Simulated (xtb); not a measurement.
C₄H₄N, SMILES C1=C[N]C=C1 (connectivity only; charge and spin as stated), charge -1, multiplicity 1. All values are semi-empirical tight-binding results from xtb (GFN2-xTB unless named), good for trends rather than for accurate numbers. The structure is a stationary point at GFN2-xTB. The spin state was assumed, not searched. The isomer is the one that the SMILES or the coordinates give; other isomers of the formula were not compared.

Optimised geometry:

Bonds (Å): C1–C2 1.383, C1–C5 1.403, C1–H6 1.085, C2–N3 1.349, C2–H7 1.087, N3–C4 1.349, C4–C5 1.383, C4–H8 1.087, C5–H9 1.085. Bond angles (°): C2–C1–C5 105.4, C2–C1–H6 127.3, C5–C1–H6 127.3, C1–C2–N3 112.2, C1–C2–H7 127.6, N3–C2–H7 120.2, C2–N3–C4 104.8, N3–C4–C5 112.2, N3–C4–H8 120.2, C5–C4–H8 127.6, C1–C5–C4 105.4, C1–C5–H9 127.3, C4–C5–H9 127.3.
Charge -1, spin multiplicity 1.

| Property | Result |
|---|---|
| point group as xtb finds it | C2v |
| orbital gap | 5.43 eV |
| zero-point energy | 41.9 kcal/mol |
| G − E(el) at 298.15 K (modified RRHO) | 25.9 kcal/mol |
| static polarisability (D4 model) | 58.1 bohr³ |
| solvation energy, GFN2-xTB/ALPB(water) | -59.6 kcal/mol |
| solvation energy, GFN2-xTB/ALPB(hexane) | -36.4 kcal/mol |

Computed IR lines (harmonic; lines under 4 % of the strongest left out, lines within 3 cm⁻¹ merged):
ν (cm⁻¹): 1486 (m), 2950 (w), 2957 (s), 2967 (vs), 3002 (w) (against the strongest line: vs over 80 %, s over 45 %, m over 15 %, w over 4 %, vw less)

Computed atomic charges and the Wiberg bond orders between heavy atoms:
charges (e) C1 -0.11, C2 -0.01, N3 -0.40, C4 -0.01, C5 -0.11, H6 -0.09, H7 -0.09, H8 -0.09, H9 -0.09. Bond orders C1–C2 1.47, C2–N3 1.37, N3–C4 1.37, C1–C5 1.36, C4–C5 1.47.
